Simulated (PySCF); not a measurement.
Molecular orbitals of MoN

PBE0 at R = 1.627 Å; PySCF, scalar-relativistic core potentials, basis sets Mo cc-pVDZ-PP with ECP28, N cc-pVDZ. State: ⁴Σ⁻ (quartet), unpaired electrons σ ↑, δ ↑↑. Only the outer orbitals are listed, counted within each symmetry, core potentials removing the inner ones.

| spin | orbital | occ. | ε (eV) | on Mo (%) | main shells (%) |
| --- | --- | --- | --- | --- | --- |
| α | 4σ | 1 | -19.13 | 25 | 74 N s, 14 Mo d |
| α | 2π | 1 | -8.99 | 54 | 53 Mo d, 45 N p |
| α | 2π | 1 | -8.99 | 54 | 53 Mo d, 45 N p |
| α | 5σ | 1 | -8.88 | 48 | 43 Mo d, 41 N p, 11 N s |
| α | 1δ | 1 | -6.84 | 100 | 100 Mo d |
| α | 1δ | 1 | -6.84 | 100 | 100 Mo d |
| α | 6σ | 1 | -5.56 | 91 | 76 Mo s, 9 Mo p, 8 N p |
| α | 3π | 0 | -1.97 | 83 | 58 Mo p, 24 Mo d, 17 N p |
| α | 3π | 0 | -1.97 | 83 | 58 Mo p, 24 Mo d, 17 N p |
| α | 7σ | 0 | -0.88 | 78 | 41 Mo p, 30 Mo d, 22 N p |
| β | 1π | 1 | -40.85 | 100 | 100 Mo p |
| β | 1π | 1 | -40.85 | 100 | 100 Mo p |
| β | 4σ | 1 | -19.74 | 22 | 77 N s, 11 Mo d |
| β | 2π | 1 | -8.90 | 34 | 65 N p, 32 Mo d |
| β | 2π | 1 | -8.90 | 34 | 65 N p, 32 Mo d |
| β | 5σ | 1 | -8.60 | 37 | 55 N p, 32 Mo d, 8 N s |
| β | 6σ | 0 | -2.20 | 99 | 86 Mo s |
| β | 1δ | 0 | -1.34 | 100 | 100 Mo d |
| β | 1δ | 0 | -1.34 | 100 | 100 Mo d |

Q: Which are the highest filled and the lowest empty level, where do they sit, and how wide is the gap?

A: Highest filled α 6σ at -5.56 eV (in %: 76 Mo s, 9 Mo p, 8 N p); lowest empty β 6σ at -2.20 eV (in %: 86 Mo s); the gap at PBE0 is 3.36 eV.

The bond order (Mayer) is 3.22, the ⟨S²⟩ is 3.841 and the charge on Mo (Mulliken, basis-dependent) is 0.09. The charge on Mo (Löwdin, basis-dependent) is 0.24 and the dipole moment (positive dipole means Mo(−)N(+)) is -3.19 D. The polarisability along the bond is 68.0 bohr³ and the polarisability across the bond is 74.6 bohr³.

Spin–orbit coupling is left out. The state is the lowest single determinant that the PBE0 search found; with open d or f shells the true ground state can be another one.
